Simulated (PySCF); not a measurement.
Delta-SCF ions had no search for a lower state. Excitations are Tamm–Dancoff values on a coarser integration grid. The basis has no diffuse functions, so Rydberg states are missing or too high.

Z-matrix (Å, degrees):
```
C
C 1 1.4905
H 2 1.0913 1 117.61
H 2 1.0913 3 114.13 1 -143.85
C 1 1.5016 2 61.03 3 108.70
H 5 1.0903 1 117.23 2 -108.10
H 5 1.0903 6 115.38 1 144.47
S 1 1.8185 2 123.79 3 -138.59
S 1 1.8185 2 123.79 3 -4.00
S 8 2.1260 1 83.12 2 170.82
```
Charge 0, spin multiplicity 1.

Problem. What is the computed T1 excitation (TDA), dipole moment, HOMO, vertical ionisation energy (Delta-SCF), S1–T1 gap (TDA), total energy, S1 oscillator strength and LUMO (PBE-D3(BJ)/def2-TZVP (PySCF 2.14.0))?

Solution. 
| Item | Value |
|---|---|
| T1 excitation (TDA) | 1.46 eV |
| dipole moment | 0.414 e·Å |
| HOMO | -4.76 eV |
| vertical ionisation energy (Delta-SCF) | 7.54 eV |
| S1–T1 gap (TDA) | 0.41 eV |
| total energy | -35665.37 eV |
| S1 oscillator strength | 0.001 |
| LUMO | -3.07 eV |
